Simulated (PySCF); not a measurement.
## Electron correlation in V²⁺ (vanadium, charge +2)

[Ar] 3d3, high-spin 4F determinant. All numbers are calculated (PySCF 2.14, the non-relativistic Hamiltonian (point nucleus), in def2-QZVPPD). Frozen: [Ar]; 3 electrons correlated.

| level | correlation energy (mhartree) |
| --- | --- |
| CCSD | -22.56 |
| (T) | -0.11 |
| CCSD(T) | -22.67 |

Diagnostics: T1 = 0.0030, D1 = 0.0042, largest double amplitude 0.015.

Cost of the coupled-cluster step: roughly 9 core-seconds, for 3 correlated electrons.

Iterations:

```
CC2 = 0
CCSD nocc = (np.int64(3), np.int64(0)), nmo = (84, 84)
frozen orbitals [[0, 1, 2, 3, 4, 5, 6, 7, 8], [0, 1, 2, 3, 4, 5, 6, 7, 8]]
max_cycle = 100
direct = 0
conv_tol = 1e-08
conv_tol_normt = 1e-06
diis_space = 8
diis_start_cycle = 0
Init t2, MP2 energy = -0.0191895249624605
Init E_corr(UCCSD) = -0.0191895249627077
cycle = 1  E_corr(UCCSD) = -0.0219080395145608  dE = -0.00271851455  norm(t1,t2) = 0.0117432
cycle = 2  E_corr(UCCSD) = -0.0223904286488163  dE = -0.000482389134  norm(t1,t2) = 0.00376126
cycle = 3  E_corr(UCCSD) = -0.0225683406368088  dE = -0.000177911988  norm(t1,t2) = 0.00165777
cycle = 4  E_corr(UCCSD) = -0.0225508040860866  dE = 1.75365507e-05  norm(t1,t2) = 0.000444928
cycle = 5  E_corr(UCCSD) = -0.0225559659266103  dE = -5.16184052e-06  norm(t1,t2) = 9.28363e-05
cycle = 6  E_corr(UCCSD) = -0.0225559134865298  dE = 5.24400805e-08  norm(t1,t2) = 8.99096e-06
cycle = 7  E_corr(UCCSD) = -0.0225559080992835  dE = 5.38724635e-09  norm(t1,t2) = 2.2246e-06
cycle = 8  E_corr(UCCSD) = -0.0225559035313587  dE = 4.56792476e-09  norm(t1,t2) = 3.36786e-07
UCCSD converged
E(UCCSD) = -942.2099899601767  E_corr = -0.02255590353135874
UCCSD(T) correction = -0.000106518115843538
```
